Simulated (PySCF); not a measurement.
Ga(F)(NH2)2 (FGaH4N2), SMILES [F][Ga]([NH2])[NH2]. Heavy atoms are numbered as in [Ga:1]([F:2])([NH2:3])[NH2:6]. Hydrogens are named by the atom that carries them.

The structure is a stationary point at PBE0-D3(BJ)/def2-SVP. The structure was generated by enumeration; whether it is a known compound was not checked. One conformer was computed; it need not be the lowest.

Calculation: r2SCAN/def2-TZVP in PySCF.

ESP charges are fitted to the potential on shells at 1.4 to 2.0 van der Waals radii. Atomic charges (e), one atom of each kind:

```json
[
 {"atom": "Ga1", "ESP fit": "1.15", "IAO": "1.12"},
 {"atom": "F2", "ESP fit": "-0.44", "IAO": "-0.55"},
 {"atom": "N3 (NH2)", "ESP fit": "-1.20", "IAO": "-0.84"},
 {"atom": "H on N3", "ESP fit": "0.43", "IAO": "0.28"}
]
```
